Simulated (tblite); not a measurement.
Start geometry of `CC#C[C@@H](C)[Si@H](F)C#CC` from a force field or distance geometry (Å):
```
atom  x, y, z in Å
C1    -2.668    0.695    2.311
C2    -2.024    0.323    1.052
C3    -1.469    0.001    0.039
C4    -0.820   -0.389   -1.238
C5    -1.833   -0.328   -2.372
Si6    0.760    0.607   -1.565
F7     1.362    0.108   -2.972
C8     2.085    0.338   -0.245
C9     2.924    0.153    0.592
C10    3.940   -0.062    1.617
H11   -1.949    1.061    3.038
H12   -3.414    1.489    2.142
H13   -3.203   -0.155    2.763
H14   -0.499   -1.443   -1.134
H15   -2.200    0.705   -2.536
H16   -1.393   -0.672   -3.308
H17   -2.703   -0.954   -2.167
H18    0.445    2.050   -1.690
H19    3.486   -0.284    2.587
H20    4.574    0.832    1.738
H21    4.591   -0.891    1.345
```

Question: What comes out of this run: tblite 0.8.0, GFN2-xTB geometry optimisation, gas phase?

Answer: 
```
atom  x, y, z in Å
C1    -2.6559    0.6983    2.2881
C2    -1.9931    0.2995    1.0635
C3    -1.4415   -0.0410    0.0552
C4    -0.8058   -0.4210   -1.1903
C5    -1.8104   -0.3192   -2.3450
Si6    0.7489    0.6455   -1.5212
F7     1.3525    0.1219   -2.9329
C8     2.0307    0.3569   -0.2351
C9     2.8816    0.1672    0.5971
C10    3.9001   -0.0643    1.5936
H11   -1.9247    1.0719    3.0050
H12   -3.3787    1.4873    2.0801
H13   -3.1796   -0.1502    2.7287
H14   -0.4949   -1.4700   -1.0968
H15   -2.1690    0.7031   -2.4516
H16   -1.3450   -0.6231   -3.2806
H17   -2.6703   -0.9622   -2.1609
H18    0.4590    2.0549   -1.7457
H19    3.4361   -0.2956    2.5520
H20    4.5214    0.8241    1.7040
H21    4.5296   -0.9012    1.2925
```

The energy falls by 2.8 kcal/mol over 48 L-BFGS steps, the largest force on an atom goes from 1.57 to 0.010 eV/Å, and the atoms move by 0.056 Å rms after alignment. The bond that changes most is Si6–C8 (fluorine-bound silicon to alkyne carbon), which shortens by 0.051 Å. Bonds longer at the end by more than 0.005 Å: 4 of 20; shorter: 10. Among the angles that change most is C4–Si6–H18, from 110.4° to 113.8°. Rotational constants go from 1039, 709.9, 442.6 to 1062, 724.9, 454.1 MHz. The orientation of the end geometry is arbitrary; only internal coordinates are fixed.

On one thread of an Arm Neoverse N1, no GPU, shared host, this took 0.76 s.

GFN2-xTB frequencies show an imaginary mode (43i cm⁻¹), so the point is no minimum at that level. 3 starts were optimised and ended at 0.00, 0.16 and 0.18 kcal/mol (GFN2-xTB); the lowest of these is shown.

All values are computed, not measured.
